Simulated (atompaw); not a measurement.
# u(r) = r·R(r): atom against pseudo-atom (vanadium)

Columns: radius, all-electron u(r) and pseudo u(r) of the 3d shell (level -5.38 eV) of vanadium in the configuration [Ne] 3s2 3p6 3d3 4s2 4p0; LDA (PW92), scalar-relativistic, PAW (atompaw) scheme, atompaw 4.2.0.5.

```
r (bohr)  all-electron  pseudo
   0.087        0.0285  0.0004
   0.173        0.1315  0.0030
   0.260        0.2759  0.0099
   0.346        0.4215  0.0228
   0.433        0.5503  0.0431
   0.519        0.6513  0.0710
   0.606        0.7255  0.1073
   0.692        0.7738  0.1505
   0.779        0.8011  0.2004
   0.865        0.8113  0.2539
   0.952        0.8087  0.3101
   1.038        0.7967  0.3653
   1.125        0.7778  0.4182
   1.212        0.7542  0.4656
   1.298        0.7279  0.5049
   1.385        0.6994  0.5356
   1.471        0.6703  0.5559
   1.558        0.6406  0.5661
   1.644        0.6113  0.5663
   1.731        0.5823  0.5579
   1.817        0.5543  0.5427
   1.904        0.5268  0.5224
   1.990        0.5008  0.4995
   2.077        0.4754  0.4752
   2.163        0.4515  0.4514
   2.250        0.4283  0.4283
```

Question: How many radial nodes do the two functions have?

Answer: The all-electron 3d function has n − l − 1 = 0; the pseudo-wave has 0.

Question: Where does each function peak?

Answer: Outermost all-electron maximum near 0.86 bohr, pseudo maximum near 1.64 bohr (to the table’s step).

Question: Is the pseudo-wave norm-conserving?

Answer: No, it belongs to a PAW set: the norm inside the radius is not constrained, and the difference is carried by the augmentation charge.
